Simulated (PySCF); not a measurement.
PySCF 2.14 output of an unrestricted B3LYP calculation on a single atom or ion in 6-31G*, with no relativity, point nucleus:

```
SCF conv_tol = 1e-09
number electrons alpha = 10  beta = 9
    P. J. Stephens, F. J. Devlin, C. F. Chabalowski, and M. J. Frisch.,  J. Phys. Chem. 98, 11623 (1994)
cycle= 1 E= -759.858757319587  delta_E= -0.00198  |g|= 0.00702  |ddm|= 0.0427
cycle= 2 E= -759.858777446279  delta_E= -2.01e-05  |g|= 0.00106  |ddm|= 0.00583
cycle= 3 E= -759.858777928258  delta_E= -4.82e-07  |g|= 0.000162  |ddm|= 0.00113
cycle= 4 E= -759.858777944241  delta_E= -1.6e-08  |g|= 2.1e-05  |ddm|= 0.000209
cycle= 5 E= -759.85877794447  delta_E= -2.3e-10  |g|= 7.39e-07  |ddm|= 2.64e-05
converged SCF energy = -759.85877794447  <S^2> = 0.7505306  2S+1 = 2.0005305
```

The run itself started from symmetry-adapted Hartree-Fock orbitals and held the occupation by maximum overlap, on a logarithmic radial grid, so the iterations belong to that start.

Which element, charge and spin multiplicity is this?

Sc²⁺ (scandium, charge +2), multiplicity 2; the state was [Ar] 3d1, 2D determinant.
